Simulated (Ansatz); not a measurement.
Start from `B/C(C)=C/Cl` and change one atom or group (the configuration at the double bond changes too) to get `B/C([SiH3])=C\Cl`.

Ansatz, PBE0-D4/def2-TZVP geometries, multiplicity 1. 

```
                                        property  `B/C(C)=C/Cl`
size of the dipole moment (B3LYP/def2-TZVPP) / D           0.36
  size of the dipole moment (PBE/def2-TZVPP) / D           0.61
              HOMO energy (PBE0/def2-TZVPP) / eV          -7.74
               HOMO energy (PBE/def2-TZVPP) / eV          -6.70
               LUMO energy (PBE/def2-TZVPP) / eV          -3.05
           HOMO energy (ωB97M-V/def2-TZVPP) / eV          -9.85
```

(1) Give the same properties after the change, and the shifts. (An estimate is asked.)

Answers

(1) The calculation gave: 
```tsv
property	`B/C([SiH3])=C\Cl`	shift
size of the dipole moment (B3LYP/def2-TZVPP) / D	1.04	0.68
size of the dipole moment (PBE/def2-TZVPP) / D	1.11	0.50
HOMO energy (PBE0/def2-TZVPP) / eV	-8.05	-0.31
HOMO energy (PBE/def2-TZVPP) / eV	-6.98	-0.28
LUMO energy (PBE/def2-TZVPP) / eV	-3.51	-0.46
HOMO energy (ωB97M-V/def2-TZVPP) / eV	-10.15	-0.30
```

With PBE0 the HOMO falls by 0.31 eV and the LUMO falls by 0.44 eV, so the gap narrows by about 0.13 eV. PBE moves the HOMO by -0.28 eV and ωB97M-V by -0.30 eV. Dipoles are sizes alone; their direction can turn.

B3LYP here is the variant with VWN-RPA as its local correlation; programs differ in this.
